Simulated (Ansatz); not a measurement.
A run on ClH$_{4}$O$_{4}$Ta, SMILES `[OH][Ta]([OH])([OH])([OH])[Cl]` with other settings.

```yaml
crystal:
  periodic: [false, false, false]
  atoms:
    - {symbol: O, position_ang: [-1.134774, -1.056058, -1.195955]}
    - {symbol: Ta, position_ang: [0.124921, -0.028326, 0.053495]}
    - {symbol: O, position_ang: [1.323538, -1.592927, 0.238839]}
    - {symbol: O, position_ang: [-0.281522, -0.045138, 1.853754]}
    - {symbol: O, position_ang: [1.464613, 0.977393, -0.918798]}
    - {symbol: Cl, position_ang: [-1.393937, 1.835661, -0.191838]}
    - {symbol: H, position_ang: [-2.023904, -0.541976, -1.451937]}
    - {symbol: H, position_ang: [1.868902, -2.331547, 0.284987]}
    - {symbol: H, position_ang: [-0.945014, 0.703342, 2.270637]}
    - {symbol: H, position_ang: [1.180470, 1.983692, -0.936234]}
basis:
  gaussian: {orbitals: def2-mTZVP}
hamiltonian: {xc: {name: PBE}, dispersion: d3bj}
output: {forces: true}
```

```sh
$ ansatz run in.yaml --threads 4 --pin off --events-out ev --progress --plain --max-ram 11315MiB
```

Shortened log:

```
Functional definition: PBE
  name "PBE"
  cite "Perdew, Burke & Ernzerhof, Phys. Rev. Lett. 77, 3865 (1996) doi:10.1103/PhysRevLett.77.3865"
  parent pbe
  parameter kappa = 0.804
  parameter beta = 0.06672455060314922
  exchange = pbe_x(kappa = kappa, mu = beta*pi^2/3)
  correlation = pbe_c(beta = beta)
1350 factors; their error is unknown
mean field evaluation 1: about -22297.5458 eV, gradient 1.3e2 eV
mean field evaluation 2: about -21959.6544 eV, gradient 3.9e2 eV
mean field evaluation 4: about -22315.6987 eV, gradient 7.0e1 eV
mean field evaluation 8: about -22324.6711 eV, gradient 2.0e0 eV
mean field evaluation 16: about -22324.6528 eV, gradient 9.5e-3 eV
mean field -22324.65275377 eV, -820.4158565078 hartree, gradient 6.2e-5 eV, S^2 0.000000; 0 other end points of the search recorded, 0 dependent functions left out
the calculation of the forces begins
reference -22324.65279836 eV, -820.4158581464 hartree; 33, 33 occupied and 133, 133 virtual orbitals, 1350 factors
Total energy: -22324.88102805 eV, -820.4242454329 hartree
Atom 0 at    -1.134774    -1.056058    -1.195955 Å, force    -1.253650     2.302250     0.537624 eV/Å
Atom 1 at     0.124921    -0.028326     0.053495 Å, force     0.506165    -4.020004    -3.735118 eV/Å
Atom 2 at     1.323538    -1.592927     0.238839 Å, force    -3.030584     4.103444    -0.325559 eV/Å
Atom 3 at    -0.281522    -0.045138     1.853754 Å, force    -2.686825     2.936315     3.601755 eV/Å
Atom 4 at     1.464613     0.977393    -0.918798 Å, force    -0.923534     2.888654     0.431060 eV/Å
Atom 5 at    -1.393937     1.835661    -0.191838 Å, force    -0.056639     0.333205     0.085405 eV/Å
Atom 6 at    -2.023904    -0.541976    -1.451937 Å, force     2.584595    -1.385167     0.796724 eV/Å
Atom 7 at     1.868902    -2.331547     0.284987 Å, force     1.708039    -2.359768     0.087940 eV/Å
Atom 8 at    -0.945014     0.703342     2.270637 Å, force     2.217083    -2.493131    -1.307058 eV/Å
Atom 9 at     1.180470     1.983692    -0.936234 Å, force     0.935350    -2.305799    -0.172773 eV/Å
Dipole moment:     0.058917     0.076673     0.327248 e Å
```

Hardware: 4 threads of an Arm Neoverse V2 on a shared host. Wall time 2 s, peak host memory 0.23 GiB.
